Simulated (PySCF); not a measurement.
## Distorted geometries of SmF3(H2O)

SmF3(H2O) (singlet in the valence; each metal's 4f electrons, 5 of them, lie in its core potential, out of spins and levels). PySCF 2.14.0, RKS TPSS, Sm lcecp-1-SVP with ECP51, F def2-SVP, O def2-SVP, H def2-SVP; non-relativistic Hamiltonian with scalar-relativistic core potentials where named; density fitting; no spin-orbit coupling. Relaxed geometry:

```xyz
7

Sm    0.0881   -0.0872    0.0872
F     1.1360    1.3545    1.1682
F    -1.3187   -1.1718    1.1718
F     1.1360   -1.1682   -1.3545
O    -1.3388    1.3616   -1.3616
H    -1.6891    2.2446   -1.1422
H    -1.6891    1.1422   -2.2446
```

Q: Order these distorted geometries by energy above the relaxed one, lowest first.
A.
```xyz
7

Sm    0.0406   -0.2450    0.1998
F     1.1183    1.3988    1.0226
F    -1.3675   -1.0464    1.1586
F     1.0836   -1.0441   -1.3978
O    -1.2529    1.5132   -1.2813
H    -1.6583    2.0665   -1.2891
H    -1.6395    1.0325   -2.0884
```
B.
```xyz
7

Sm   -0.0732   -0.2149    0.0739
F     1.2138    1.3876    1.1179
F    -1.3261   -1.3006    1.3023
F     1.0512   -1.0804   -1.2608
O    -1.1266    1.5084   -1.2376
H    -1.7387    2.2500   -1.2924
H    -1.6761    1.1255   -2.3788
```
C.
```xyz
7

Sm   -0.0984   -0.1159   -0.0438
F     1.1648    1.4245    1.1726
F    -1.2760   -1.2554    1.3116
F     1.0592   -1.1061   -1.4227
O    -1.2641    1.3568   -1.2788
H    -1.6677    2.3213   -1.0587
H    -1.5934    1.0502   -2.3557
```

A: C (1.48 eV), B (2.27 eV), A (5.23 eV).

Q: Which forces (eV/Å) act in the one that lies 1.48 eV up?

A: 
```
Sm   2.23  0.40  3.68
F   -1.55 -1.69 -1.48
F    0.34  0.39 -0.70
F    0.03 -0.26 -0.36
O   -3.37  2.34 -4.63
H    1.11 -2.88 -0.97
H    1.21  1.70  4.46
```
Forces carry noise of the integration grid, about 0.01 to 0.03 eV/Å.

No frequency check is given that shows the relaxed geometry to be a minimum. An lcecp potential fixes the number of 4f electrons, so in runs with it no electron can move into or out of that shell.
